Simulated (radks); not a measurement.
Q: Numerical settings for the boron ion B3+, [He]. Calculated with a radial shooting solver on a logarithmic mesh with Libxc functionals: scalar-relativistic Kohn-Sham, BLYP, spin-polarised, spherical densities, finite nucleus; Fermi nuclear charge, rms radius 2.406 fm. The defaults (mesh step 0.008 in ln r, mesh end at 40 bohr or more with all orbitals vanishing there, Anderson mixing 0.5 over 9 steps, residual threshold near 1e-9 with the energy settled to 1e-9 hartree or 1e-11 of itself, here a cap of 88 iterations) give E = -22.0270 hartree and 1s at -231.91 eV in 44 iterations. Run on one thread of a shared host, so times are rough (Arm Neoverse N1): 0.19 s of CPU time, 0.19 s wall, 44 iterations on 2189 mesh points. One setting is changed at a time: mesh step in ln r 0.08; mesh step in ln r 0.03; mesh step in ln r 0.12; mesh end (bohr) 1; mesh end (bohr) 8; residual threshold 1e-13; residual threshold 1e-05; mixing 1; linear mixing, mixing 0.8; linear mixing, mixing 0.2; mixing history 2; iteration cap 2. Which runs fail to converge, and which converge to a wrong energy?

A: Not converged within the cap: mesh step in ln r 0.12; residual threshold 1e-13; mixing 1; linear mixing, mixing 0.8; linear mixing, mixing 0.2; mixing history 2; iteration cap 2. Settings that end as converged yet miss the energy by more than 1 mhartree: mesh end (bohr) 1 (+0.325 hartree).
